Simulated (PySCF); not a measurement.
CH3FO3Si, SMILES O=CO[Si@@H](O)F.

Geometry: PBE0-D3(BJ)/def2-SVP. The structure was generated by enumeration; whether it is a known compound was not checked. The values are those of a single conformer.

Computed with PySCF 2.14.0 with PBE0-D3(BJ)/def2-SVP.

Frequencies are harmonic and unscaled.

List the normal modes with their intensities. (Estimate from the structure and the level; the computed values follow.)


| mode | ν (cm⁻¹) | IR (km/mol) | moving atoms (share of kinetic energy) |
|---|---|---|---|
| 1 | 49 | 1.3 | O 65 %, F 32 % |
| 2 | 188 | 3.7 | C 31 %, H 30 %, F 19 %, O 16 % |
| 3 | 203 | 4.4 | O 85 %, H 8 % |
| 4 | 290 | 15.4 | O 55 %, F 21 %, Si 15 % |
| 5 | 310 | 25.3 | O 54 %, F 20 %, Si 12 %, H 12 % |
| 6 | 392 | 63.5 | Si 35 %, O 32 %, F 22 %, H 9 % |
| 7 | 553 | 134.7 | H 86 %, O 11 % |
| 8 | 703 | 40.9 | O 43 %, Si 29 %, H 13 %, C 12 % |
| 9 | 746 | 31.1 | H 46 %, O 41 %, C 10 % |
| 10 | 823 | 54.5 | H 46 %, O 40 %, C 10 % |
| 11 | 862 | 10.5 | H 77 %, F 18 % |
| 12 | 901 | 228.2 | Si 36 %, O 24 %, F 23 %, H 16 % |
| 13 | 966 | 325.7 | H 78 %, O 12 %, Si 8 % |
| 14 | 1019 | 158.4 | Si 48 %, O 30 %, F 13 %, H 8 % |
| 15 | 1063 | 0.3 | H 57 %, C 38 % |
| 16 | 1279 | 453.4 | O 50 %, C 43 % |
| 17 | 1404 | 4.8 | H 86 % |
| 18 | 1846 | 325.7 | C 59 %, O 38 % |
| 19 | 2387 | 82.9 | H 97 % |
| 20 | 3088 | 50.5 | H 91 %, C 9 % |
| 21 | 3765 | 222.3 | H 94 % |
